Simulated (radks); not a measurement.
V+, 22 electrons, occupied as [Ar] 3d4.

All-electron calculation, non-relativistic Kohn-Sham, PBEsol, spin-unpolarised, spherical densities, point nucleus. Program: a radial shooting solver on a logarithmic mesh with Libxc functionals.

Energy parts (hartree):
total: -942.32378
kinetic: 941.39445
electron-nucleus: -2232.71894
Hartree: 392.83529
exchange-correlation: -43.83458

Orbitals (lengths in bohr, moments of r in powers of bohr; <r^-3> diverges for s and p1/2):
[
 {"orbital": "1s", "occ.": "2", "eigenvalue (hartree)": "-195.5922", "<r^-3>": "-"},
 {"orbital": "2s", "occ.": "2", "eigenvalue (hartree)": "-21.91930", "<r^-3>": "-"},
 {"orbital": "2p", "occ.": "6", "eigenvalue (hartree)": "-18.51209", "<r^-3>": "301.8"},
 {"orbital": "3s", "occ.": "2", "eigenvalue (hartree)": "-2.63644", "<r^-3>": "-"},
 {"orbital": "3p", "occ.": "6", "eigenvalue (hartree)": "-1.71883", "<r^-3>": "34.68"},
 {"orbital": "3d", "occ.": "4", "eigenvalue (hartree)": "-0.33078", "<r^-3>": "2.306"}
]

The highest occupied level is 3d at -9.001 eV. The electron density at the nucleus is 8162 e/bohr^3.
